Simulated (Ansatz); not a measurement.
Molecule: ZrF$_{2}$ (charge 0, singlet). 
Structure (B3LYP-D3(BJ)/def2-TZVP (Ansatz, an electronic-structure program) minimum search):
```xyz
3

Zr     0.0018    -0.0064    -0.3205
F      1.5627     0.0182     0.7209
F     -1.5706     0.0104     0.7037
```
Charge 0, spin multiplicity 1.

Basis-set convergence of Hartree-Fock and CCSD(T) correlation energies (hartree) with Ansatz. Cores are frozen in the correlated levels unless marked. No spin-orbit coupling. The frozen core is the preceding noble-gas configuration, with the filled d and f shells of earlier blocks. In def2 rows, elements after Kr have scalar-relativistic effective core potentials.

The Hartree-Fock reference is unstable (checked in the largest basis), which strains HF and MP2. 

| basis | functions | E(HF) | E(corr, CCSD(T)) | rough core time |
|---|---|---|---|---|
| def2-SVPD | 80 | -245.33049 | -0.51357 | under 20 s |
| def2-TZVPPD | 136 | -245.58525 | -0.64044 | under 20 s |
| def2-QZVPPD | 213 | -245.59674 | -0.68882 | 80 s |

Extrapolating the two largest sets (X = 3 and 4) as X^-3: E(corr) = (64·(-0.68882) - 27·(-0.64044))/37 = -0.7241 Eh, an estimate of the basis-set limit. The largest set recovers 95.1 % of it, the smallest 70.9 %.
